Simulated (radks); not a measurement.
Values are calculated unless marked as measured or tabulated.
Q: Species: the samarium ion Sm3+. Configuration: [Xe] 4f5 (the NIST ground configuration). Level of theory: scalar-relativistic Kohn-Sham, LDA (Slater exchange, VWN5 correlation), spin-polarised, spherical densities, finite nucleus; open shells are filled with parallel spins first (spin-orbit coupling, left out, can overturn this in heavy ions); Fermi nuclear charge, rms radius 5.0819 fm (a radial shooting solver on a logarithmic mesh with Libxc functionals). Some entries of the table are withheld. Estimate them.

orbital  occ.  eigenvalue (eV)  <r^2> (bohr^2)  <1/r> (bohr^-1)
1s down     1        -46657.67       0.0007059            68.75
1s up       1        -46657.67       0.0007059            68.75
2s up       1        -7651.675         0.01113            15.92
2s down     1        -7651.614         0.01112            15.92
2p up       3        -6832.769        0.008924            14.94
2p down     3        -6832.726        0.008923            14.94
3s up       1        -1701.615         0.07449            5.818
3s down     1        -1699.836         0.07440            5.822
3p up       3        -1445.517         0.07454            5.488
3p down     3        -1443.754         0.07443            5.492
3d up       5        -1097.508         0.06289            5.210
3d down     5        -1096.127         0.06275            5.214
4s up       1        -364.4044          0.3782            2.452
4s down     1        -360.2443          0.3782            2.452
4p up       3        -280.0342          0.4266            2.257
4p down     3        -275.9016          0.4269            2.257
4d up       5              (1)          0.5173            1.984
4d down     5              (2)          0.5191            1.982
5s up       1         -72.2153           2.103           0.9704
5s down     1         -70.0400           2.153           0.9569
5p up       3         -50.8973           2.791           0.8323
5p down     3         -49.2349           2.880           0.8169
4f up       5         -34.1299           1.025            1.449
4f down     0         -30.5438           1.112            1.421

A: 
(1) 4d up eigenvalue (eV): -161.5189
(2) 4d down eigenvalue (eV): -157.4564
